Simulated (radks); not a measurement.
Q: These are the eigenvalues of the occupied orbitals of an atom or ion with whole-number occupations (eV). All-electron calculation, non-relativistic Kohn-Sham, PBEsol, spin-polarised, spherical densities, point nucleus. Program: a radial shooting solver on a logarithmic mesh with Libxc functionals.

1s up: -26832.49
1s down: -26832.49
2s up: -3971.501
2s down: -3971.237
2p up: -3712.755
2p down: -3712.557
3s up: -790.0499
3s down: -789.9078
3p up: -684.1379
3p down: -683.9786
3d up: -487.7767
3d down: -487.5440
4s up: -158.6343
4s down: -157.7525
4p up: -123.7951
4p down: -122.9143
4d up: -66.2034
4d down: -65.3618

Which element is it, and in what charge state? The configuration may be excited. Open shells, if any, are filled with parallel spins first.

A: Z = 49, indium, charge +4: In4+ in [Kr] 4d9. The list shows which subshells hold electrons but not how many an open one holds; the 1s level, -986.08 hartree, gives Z - s = 44.4 by -(Z - s)^2/2, which with screening narrows Z to a few neighbours, and the depths of the outer levels then fix element, charge and occupations together.
